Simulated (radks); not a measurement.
The numbers below are computed, except where a source is named.
All-electron atom: Dy43+ in [Ar] 3d5. Code: a radial shooting solver on a logarithmic mesh with Libxc functionals. Model: scalar-relativistic Kohn-Sham, LB94 model potential, spin-polarised, spherical densities, finite nucleus; open shells are filled with parallel spins first (spin-orbit coupling, left out, can overturn this in heavy ions); Fermi nuclear charge, rms radius 5.2218 fm. Some entries of the table are withheld. Estimate them.

| orbital | occ. | eigenvalue (hartree) | <r> (bohr) |
|---|---|---|---|
| 1s down | 1 | -2067.477 | 0.02109 |
| 1s up | 1 | -2067.452 | 0.02109 |
| 2s up | 1 | -416.7626 | 0.08919 |
| 2s down | 1 | -416.7229 | 0.08909 |
| 2p down | 3 | -380.1807 | (1) |
| 2p up | 3 | -380.1732 | (2) |
| 3s up | 1 | -151.2688 | 0.2240 |
| 3s down | 1 | -150.3534 | 0.2245 |
| 3p up | 3 | (3) | (4) |
| 3p down | 3 | (5) | (6) |
| 3d up | 5 | -127.1695 | 0.1963 |
| 3d down | 0 | -126.2760 | 0.1964 |

Answer. 
(1) 2p down <r> (bohr): 0.07874
(2) 2p up <r> (bohr): 0.07883
(3) 3p up eigenvalue (hartree): -140.0686
(4) 3p up <r> (bohr): 0.2204
(5) 3p down eigenvalue (hartree): -139.1470
(6) 3p down <r> (bohr): 0.2209
